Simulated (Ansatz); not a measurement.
`IC1CCO1` and `C1COC1` differ in one atom or group.

Ansatz, PBE0-D4/def2-TZVP geometries, multiplicity 1. 

Elements past krypton have def2 core potentials.

```csv
property,`IC1CCO1`
HOMO–LUMO gap (B3LYP/def2-TZVPP) / eV,5.82
HOMO–LUMO gap (ωB97M-V/def2-TZVPP) / eV,10.44
LUMO energy (ωB97M-V/def2-TZVPP) / eV,1.10
HOMO energy (PBE/def2-TZVPP) / eV,-5.99
LUMO energy (PBE0/def2-TZVPP) / eV,-0.85
size of the dipole moment (B3LYP/def2-TZVPP) / D,3.09
```

Problem. Give the same properties after the change, and the shifts. (Estimate.)

Solution. Ansatz gave: 
```csv
property,`C1COC1`,shift
HOMO–LUMO gap (B3LYP/def2-TZVPP) / eV,7.94,2.12
HOMO–LUMO gap (ωB97M-V/def2-TZVPP) / eV,12.38,1.94
LUMO energy (ωB97M-V/def2-TZVPP) / eV,2.84,1.74
HOMO energy (PBE/def2-TZVPP) / eV,-5.55,0.44
LUMO energy (PBE0/def2-TZVPP) / eV,1.39,2.24
size of the dipole moment (B3LYP/def2-TZVPP) / D,1.91,-1.18
```

Dipoles are sizes alone; their direction can turn.

B3LYP here is the variant with VWN-RPA as its local correlation; programs differ in this.

Spin–orbit coupling is left out; it splits and shifts lone-pair levels of the heavy atoms by tenths of an eV.
